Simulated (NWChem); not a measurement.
# C₂H₆STe; SMILES CS[Te]C

```xyz
10

Te     0.3393    -0.7120    -0.0613
C     -1.7657    -1.2445     0.1773
H     -1.8410    -2.3419     0.0467
H     -2.3748    -0.7297    -0.5869
H     -2.0841    -0.9599     1.1958
S      0.1530     1.5976     0.6459
C     -0.3234     2.4825    -0.8871
H      0.4394     2.3595    -1.6792
H     -0.3856     3.5542    -0.6069
H     -1.3122     2.1516    -1.2587
```
Atoms are numbered in this order, from 1.

All runs: NWChem. Medium grid unless said otherwise, to which SCAN and Minnesota functionals are sensitive. Coordinates come from a PBE-D3(BJ)/def2-SVP optimisation. Not confirmed as a minimum by frequencies. def2 effective core potentials on Te; no spin-orbit coupling. Total energies of different functionals are on different scales.

| level | energy (Ha) | highest occupied level (eV) | orbital gap (eV) | dipole (D) |
|---|---|---|---|---|
| B3LYP/def2-SVP | -745.9596 | -5.80 | 4.36 | 1.74 |
| PBE/def2-SVP | -745.5586 | -4.98 | 2.89 | 1.76 |
| BHandHLYP/def2-SVP | -745.7317 | -6.95 | 6.64 | 1.86 |
| B3PW91/def2-SVP | -745.9263 | -5.90 | 4.40 | 1.87 |
| CAM-B3LYP/def2-SVP | -745.7988 | -7.26 | 7.09 | 1.79 |
| B97-D/def2-SVP | -746.2949 | -4.94 | 2.88 | 1.76 |
| TPSS/def2-SVP | -745.7977 | -5.11 | 3.06 | 1.85 |
| LRC-wPBEh/def2-SVP | -745.6564 | -7.89 | 8.23 | 1.91 |
| LDA (Slater exchange, VWN5)/def2-SVP | -743.3367 | -5.09 | 2.81 | 1.80 |
| MN15/def2-SVP | -744.9460 | -6.56 | 5.82 | 1.82 |
